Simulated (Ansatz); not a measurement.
Program: Ansatz. Geometries: PBE0-D4/def2-TZVP. ΔE: electronic, gas phase. CBS: MP2 limit from def2 TZ/QZ plus the TZ coupled-cluster correction, frozen cores. Each species was taken in one conformer, which may not be the lowest.

Reaction (redistribution): `[SiH3]B[SiH2]Cl` + `FC[SiH](F)Cl` → `F[SiH](Cl)C[SiH3]` + `FB[SiH2]Cl`

| species | CCSD(T)/CBS(def2) energy (Eh) |
| --- | --- |
| `[SiH3]B[SiH2]Cl` | -1066.33624 |
| `FC[SiH](F)Cl` | -988.40781 |
| `F[SiH](Cl)C[SiH3]` | -1179.52518 |
| `FB[SiH2]Cl` | -875.32301 |

Question: Work out ΔE.

Answer: ΔE = (-1179.52518) + (-875.32301) − (-1066.33624) − (-988.40781) = -0.10414 Eh = -273.4 kJ/mol.

Largest T1 diagnostic among the species: 0.012.

In def2-TZVPP, CCSD(T) changes the Hartree–Fock value by −3.1 kJ/mol (the triples alone add −0.9 kJ/mol) and MP2 by −19.5 kJ/mol. From PBE to PBE0 (25 % exact exchange), in def2-TZVPP and without D4, ΔE moves by −7.5 kJ/mol.
